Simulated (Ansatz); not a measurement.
Program: Ansatz. Geometries: PBE0-D4/def2-TZVP. ΔE: electronic, gas phase. CCSD(T)/CBS adds triple-zeta CCSD(T) − MP2 to the extrapolated MP2 energy (def2 sets, frozen cores). This one scheme is used for every species. Each species was taken in one conformer, which may not be the lowest.

Consider the ligand exchange at a B–O bond: `FB(S)O[SiH3]` + NH₃ → `NB(F)S` + `O[SiH3]`.

`FB(S)O[SiH3]`:

```xyz
9

F    -1.174   -0.689    2.103
B    -0.710   -0.092    1.011
S    -1.352    1.545    0.545
O     0.225   -0.726    0.285
Si    1.108   -0.467   -1.088
H    -2.194    1.636    1.585
H     2.542   -0.474   -0.716
H     0.814   -1.571   -2.031
H     0.740    0.838   -1.693
```

NH₃:

Z-matrix (Å, degrees):
```
N
H 1 1.013
H 1 1.013 2 107.1
H 1 1.013 2 107.1 3 -114.5
```

`NB(F)S`:

Z-matrix (Å, degrees):
```
N
B 1 1.394
H 1 1.003 2 123.7
H 1 1.005 2 121.5 3 180.0
F 2 1.338 1 119.1 3 -180.0
S 2 1.825 1 121.3 3 0.0
H 6 1.341 2 94.7 1 180.0
```

`O[SiH3]`:

Z-matrix (Å, degrees):
```
Si
O 1 1.648
H 1 1.489 2 111.7
H 1 1.489 2 111.7 3 120.9
H 1 1.481 2 105.9 3 -119.6
H 2 0.957 1 117.9 3 -60.5
```

| species | HF/def2-TZVPP energy (Eh) |
| --- | --- |
| `FB(S)O[SiH3]` | -888.08532 |
| NH₃ | -56.22104 |
| `NB(F)S` | -578.08610 |
| `O[SiH3]` | -366.21048 |

(1) Work out ΔE.

Largest T1 diagnostic among the species: 0.013.

Results:

(1) ΔE = (-578.08610) + (-366.21048) − (-888.08532) − (-56.22104) = 0.00978 Eh = +6.1 kcal/mol. CCSD(T)/CBS gives +5.9 kcal/mol.

The D4 term adds +1.2 kcal/mol with B3LYP and +0.7 kcal/mol with PBE0; it sums over pairs of atoms, weighted by their polarisabilities, and B3LYP, whose exchange is more repulsive, gets the larger term.

B3LYP here is the variant with VWN-RPA as its local correlation; programs differ in this.
